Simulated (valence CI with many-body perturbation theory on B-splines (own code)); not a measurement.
**Level structure of Nd11+**

Calculated by relativistic CI+MBPT: three valence electrons over a frozen Dirac-Fock core [Kr] 4d10, radial functions for each j: 8 s, 8 p, 9 d, 9 f, 6 g, 3 h, 2 i, with the one-electron correlation potential Σ1, the two-electron term Σ2, the three-electron term Σ3, Breit, model QED; selected CI, second order for the rest (own B-spline code, finite nucleus).

No measured spectrum was set against this ion. As an estimate, terms of the open shell hold to a few per cent of their energy, and close levels can change places; configurations with another count of f electrons can be misplaced by thousands of cm⁻¹. Core correlation moves these levels by up to 48000 cm⁻¹, and in measured spectra 5 to 20 % of such shifts remained as error; rates that hang on mixing are uncertain with them.

Levels 1 to 45 of 80, with energies above the lowest level, 4f.5s2 2F°_5/2. "Leading %" is the weight of the configuration and term that name the level; weights of strongly mixed levels are sums over their largest components and can fall short. In the jj column 3d3/2^4 stands for four electrons in 3d with j = 3/2.

| No. | Configuration | Term | J | E (cm⁻¹) | Leading % | Second component | Leading jj |
| --- | --- | --- | --- | --- | --- | --- | --- |
| 1 | 4f.5s2 | 2F° | 5/2 | 0.0 | 98 |  | 4f5/2 5s^2 (98 %) |
| 2 | 4f.5s2 | 2F° | 7/2 | 4203 | 98 |  | 4f7/2 5s^2 (98 %) |
| 3 | 5s2.5p | 2P° | 1/2 | 53094 | 98 |  | 5s^2 5p1/2 (98 %) |
| 4 | 5s2.5p | 2P° | 3/2 | 98470 | 98 |  | 5s^2 5p3/2 (98 %) |
| 5 | 4f2.5s | 4H | 7/2 | 123380 | 98 |  | 4f5/2^2 5s (85 %) |
| 6 | 4f2.5s | 4H | 9/2 | 124980 | 97 |  | 4f5/2 4f7/2 5s (52 %) |
| 7 | 4f2.5s | 4H | 11/2 | 127180 | 99 |  | 4f5/2 4f7/2 5s (85 %) |
| 8 | 4f2.5s | 4H | 13/2 | 129690 | 100 |  | 4f7/2^2 5s (82 %) |
| 9 | 4f2.5s | 4F | 3/2 | 130780 | 98 |  | 4f5/2^2 5s (66 %) |
| 10 | 4f2.5s | 4F | 5/2 | 131790 | 98 |  | 4f5/2 4f7/2 5s (60 %) |
| 11 | 4f2.5s | 4F | 7/2 | 133110 | 97 |  | 4f5/2 4f7/2 5s (92 %) |
| 12 | 4f2.5s | 4F | 9/2 | 133930 | 75 | 17 % 4f2.5s 2G | 4f5/2 4f7/2 5s (60 %) |
| 13 | 4f2.5s | 2H | 9/2 | 136070 | 83 | 12 % 4f2.5s 4F | 4f5/2 4f7/2 5s (62 %) |
| 14 | 4f2.5s | 2G | 7/2 | 139000 | 88 | 8 % 4f2.5s 2F | 4f5/2 4f7/2 5s (65 %) |
| 15 | 4f2.5s | 2H | 11/2 | 140330 | 98 |  | 4f7/2^2 5s (65 %) |
| 16 | 4f2.5s | 2G | 9/2 | 140640 | 78 | 12 % 4f2.5s 4F | 4f7/2^2 5s (73 %) |
| 17 | 4f2.5s | 2F | 5/2 | 142900 | 94 |  | 4f5/2 4f7/2 5s (61 %) |
| 18 | 4f2.5s | 2F | 7/2 | 146440 | 91 | 7 % 4f2.5s 2G | 4f7/2^2 5s (72 %) |
| 19 | 4f.5s.5p | 4G | 5/2 | 149360 | 57 | 23 % 4f.5s.5p 4F | 4f5/2 5s 5p1/2 (96 %) |
| 20 | 4f2.5s | 2D | 5/2 | 152280 | 77 | 17 % 4f2.5s 4P | 4f5/2 4f7/2 5s (53 %) |
| 21 | 4f2.5s | 2D | 3/2 | 152600 | 90 | 5 % 4f2.5s 4P | 4f7/2^2 5s (36 %) |
| 22 | 4f.5s.5p | 4F | 7/2 | 154100 | 45 | 39 % 4f.5s.5p 4G | 4f7/2 5s 5p1/2 (70 %) |
| 23 | 4f2.5s | 4P | 1/2 | 155620 | 98 |  | 4f5/2^2 5s (47 %) |
| 24 | 4f2.5s | 4P | 3/2 | 156660 | 65 | 26 % 4f.5s.5p 4F | 4f5/2 4f7/2 5s (59 %) |
| 25 | 4f.5s.5p | 4F | 3/2 | 156950 | 51 | 30 % 4f2.5s 4P | 4f5/2 5s 5p1/2 (54 %) |
| 26 | 4f2.5s | 4P | 5/2 | 158510 | 80 | 16 % 4f2.5s 2D | 4f7/2^2 5s (71 %) |
| 27 | 4f.5s.5p | 2F | 7/2 | 158710 | 46 | 22 % 4f.5s.5p 4D | 4f5/2 5s 5p1/2 (59 %) |
| 28 | 4f2.5s | 2I | 13/2 | 159000 | 99 |  | 4f5/2 4f7/2 5s (82 %) |
| 29 | 4f2.5s | 2I | 11/2 | 159070 | 99 |  | 4f5/2 4f7/2 5s (80 %) |
| 30 | 4f.5s.5p | 4F | 5/2 | 159410 | 40 | 21 % 4f.5s.5p 4D | 4f5/2 5s 5p1/2 (42 %) |
| 31 | 4f.5s.5p | 4F | 9/2 | 162060 | 48 | 38 % 4f.5s.5p 4G | 4f7/2 5s 5p1/2 (84 %) |
| 32 | 4f2.5s | 2P | 1/2 | 167040 | 98 |  | 4f5/2 4f7/2 5s (70 %) |
| 33 | 4f.5s.5p | 2F | 5/2 | 167450 | 47 | 32 % 4f.5s.5p 2D | 4f5/2 5s 5p1/2 (44 %) |
| 34 | 4f2.5s | 2P | 3/2 | 168590 | 97 |  | 4f5/2 4f7/2 5s (52 %) |
| 35 | 4f.5s.5p | 2G | 7/2 | 170970 | 48 | 18 % 4f.5s.5p 4D | 4f7/2 5s 5p1/2 (84 %) |
| 36 | 4f.5s.5p | 4F | 7/2 | 192740 | 39 | 26 % 4f.5s.5p 4G | 4f5/2 5s 5p3/2 (89 %) |
| 37 | 4f.5s.5p | 4G | 9/2 | 193750 | 55 | 44 % 4f.5s.5p 4F | 4f7/2 5s 5p3/2 (60 %) |
| 38 | 4f.5s.5p | 4D | 5/2 | 195380 | 41 | 33 % 4f.5s.5p 4F | 4f5/2 5s 5p3/2 (94 %) |
| 39 | 4f2.5s | 2S | 1/2 | 196850 | 89 | 5 % 5s.5p2 4P | 4f7/2^2 5s (63 %) |
| 40 | 4f.5s.5p | 4G | 11/2 | 199000 | 100 |  | 4f7/2 5s 5p3/2 (100 %) |
| 41 | 4f.5s.5p | 4D | 3/2 | 199480 | 79 | 15 % 4f.5s.5p 4F | 4f5/2 5s 5p3/2 (96 %) |
| 42 | 4f.5s.5p | 2F | 7/2 | 200760 | 36 | 29 % 4f.5s.5p 4D | 4f7/2 5s 5p3/2 (90 %) |
| 43 | 4f.5s.5p | 4D | 1/2 | 201960 | 100 |  | 4f5/2 5s 5p3/2 (100 %) |
| 44 | 4f.5s.5p | 2D | 5/2 | 205910 | 41 | 31 % 4f.5s.5p 4D | 4f7/2 5s 5p3/2 (91 %) |
| 45 | 4f.5s.5p | 2G | 9/2 | 208840 | 92 | 5 % 4f.5s.5p 4F | 4f5/2 5s 5p3/2 (61 %) |

Names give the largest LS component (configuration and term), which can be under half, so a name can repeat, a term be missing and a line seem to break the LS rules; names also repeat where a configuration has a term twice.

Where two levels of one J and parity lie close, their mixing, g and order are uncertain.

The ionisation energy to 5s2 1S_0 of the next ion comes out as 192.79 eV (NIST: 195 ± 10 eV (theoretical)). All 80 levels together are meant to be complete up to 304670 cm⁻¹.
